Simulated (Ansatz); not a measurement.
# IF (SMILES FI): the energy, rung by rung

The species is IF (2 atoms), meant as a singlet with charge 0. As SMILES, `FI`. The bond length is the measured one.

```xyz
2

F     0.0000    0.0000    0.0000
I     0.0000    0.0000    1.9098
```

Quantity: the energy change with the F1–I2 bond stretched from 1.910 to 4.774 Å, in eV. The values are calculated.

```json
{"level": "PBE/STO-3G (restricted)", "kind": "GGA", "program": "Ansatz", "value (eV)": "4.20", "less FCI/STO-3G": "+2.98", "CPU time (all runs)": "22 s"}
{"level": "PBE0/STO-3G (restricted)", "kind": "global hybrid", "program": "Ansatz", "value (eV)": "5.29", "less FCI/STO-3G": "+4.07", "CPU time (all runs)": "17 s"}
{"level": "r2SCAN0/STO-3G (restricted)", "kind": "hybrid meta-GGA", "program": "Ansatz", "value (eV)": "5.51", "less FCI/STO-3G": "+4.29", "CPU time (all runs)": "62 s"}
{"level": "HSE06/STO-3G (restricted)", "kind": "range-separated hybrid", "program": "Ansatz", "value (eV)": "5.20", "less FCI/STO-3G": "+3.98", "CPU time (all runs)": "18 s"}
{"level": "CCSD(T)/STO-3G (restricted)", "kind": "coupled cluster or CI", "program": "Ansatz", "value (eV)": "1.23", "less FCI/STO-3G": "+0.01", "CPU time (all runs)": "1.4 s"}
{"level": "CCSD/STO-3G (restricted)", "kind": "coupled cluster or CI", "program": "Ansatz", "value (eV)": "1.23", "less FCI/STO-3G": "+0.01", "CPU time (all runs)": "1.4 s"}
{"level": "CCSDT(Q)/STO-3G (restricted)", "kind": "coupled cluster or CI", "program": "Ansatz", "value (eV)": "1.23", "less FCI/STO-3G": "+0.01", "CPU time (all runs)": "1.5 s"}
{"level": "FCI/STO-3G", "kind": "exact in the basis", "program": "Ansatz", "value (eV)": "1.22", "less FCI/STO-3G": "0.00", "CPU time (all runs)": "2.2 s"}
```

FCI/STO-3G is exact within its basis and frozen core, so for wave-function methods in that basis the difference is their error; functionals converge differently with the basis, so for them it is only a difference. All-electron rows without a relativistic Hamiltonian named are non-relativistic. The first shape isn't each level's own minimum. The values span 1.22 to 5.51 eV. All rows use very small basis sets, so even the best lies far from the true value. In the correlated wave-function rows the outer d shell of I is correlated, in sets not made for it. Times are those of the runs behind each value, whatever else they computed, on shared processors of several kinds: orders of magnitude only.
